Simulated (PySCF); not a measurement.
V²⁺: excitation energy

V²⁺ [Ar] 3d3 (4F) → V²⁺ [Ar] 3d2 4p1 (high-spin determinant), as a difference of total energies. Calculation: PySCF 2.14, in aug-cc-pVDZ-DK (7s6p4d2f, 59 functions); scalar relativity by spin-free X2C-1e. Correlated levels: valence: [Ar] frozen. The calculations carry no spin-orbit coupling.

```
           method  excitation energy (eV)
              UHF                  10.475
              LDA                  11.208
              PBE                  11.013
             PBE0                  11.067
           r2SCAN                  11.238
           revPBE                  10.996
           M06-2X                  10.853
          LC-wPBE                  11.450
            B3LYP                  11.009
    MP2 (valence)                  10.681
SCS-MP2 (valence)                  10.544
```

**Question.** How much does correlation contribute at MP2 (valence)?

**Answer.** 10.681 − (10.475) = 0.206 eV, measured against UHF.

A first-order spin-orbit estimate (lowest level to lowest level, LS coupling) adds -0.027 eV.

The determinant of the upper state mixes LS terms, which raises its energy above the lowest term, most at the Hartree-Fock and MP2 levels.
